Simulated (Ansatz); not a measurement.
# A ladder of methods for InH3 (SMILES [InH3])

InH3: 4 atoms, total charge 0, spin state singlet. As SMILES, `[InH3]`. The shape was relaxed beforehand at B3LYP/def2-SVP.

Each level gives the adiabatic electron affinity (to the doublet anion, shapes relaxed at B3LYP/def2-SVP, no zero-point term) (eV). The values are calculated.

The electron affinity is E(neutral) − E(anion): positive where the electron is bound.

```csv
level,kind,program,value (eV),less CCSD(T)/def2-TZVPP,CPU time (all runs)
HF/def2-TZVPP (core potential),Hartree–Fock,Ansatz,0.05,-0.35,0.87 s
SVWN5/def2-TZVPP (core potential),LDA,Ansatz,0.59,+0.19,1.3 s
PBE/def2-TZVPP (core potential),GGA,Ansatz,0.50,+0.10,2.3 s
r2SCAN/def2-TZVPP (core potential),meta-GGA,Ansatz,0.56,+0.16,4.7 s
PBE0-D4/def2-TZVPP (core potential),global hybrid,Ansatz,0.51,+0.11,2.5 s
CAM-B3LYP/def2-TZVPP (core potential),range-separated hybrid,Ansatz,0.50,+0.10,2.9 s
RPA@PBE/def2-TZVPP (core potential),RPA,Ansatz,0.61,+0.21,4.1 s
MP2/def2-TZVPP (core potential),perturbation theory,Ansatz,0.33,-0.07,1.7 s
CCSD(T)/def2-TZVPP (core potential),coupled cluster or CI,Ansatz,0.40,0.00,8.8 s
```

CCSD(T)/def2-TZVPP (core potential) is the highest level here, not the true value. Spin-orbit coupling, which can split open shells on such heavy atoms by tenths of an eV, is left out. The values span 0.05 to 0.61 eV. In the correlated wave-function rows the outer d shell of In is correlated, in sets not made for it. In so small a basis fixed costs decide the times, and correlated methods can beat functionals. Times are those of the runs behind each value, whatever else they computed, on shared processors of several kinds: orders of magnitude only.
